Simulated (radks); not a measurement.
Kinetic energies: the exact non-interacting value of the Kohn-Sham orbitals and orbital-free approximations, in hartree. Species: K4+ [Ne] 3s2 3p3; Ca2+ [Ar]. All-electron calculation, non-relativistic Kohn-Sham, PBE, spin-polarised, spherical densities, point nucleus. Program: a radial shooting solver on a logarithmic mesh with Libxc functionals. Every spin shell is full or empty, so the densities are truly spherical. Functionals are evaluated on that one density, not self-consistently.

functional          K4+     Ca2+
exact           593.953  676.033
Thomas-Fermi     552.13   629.16
von Weizsacker   346.31   383.58
TF + vW          898.44   1012.7
TF + vW/9        590.61   671.78
LC94             594.81   676.70
APBEK            595.51   677.48
revAPBEK         597.49   679.60
Perdew 92        590.68   671.87
Thakkar          593.24   674.73
Pearson          585.35   666.59
LKT              766.75   865.41
PG1              733.42   828.24
DePristo-Kress   594.32   676.29
Ernzerhof        594.09   675.42
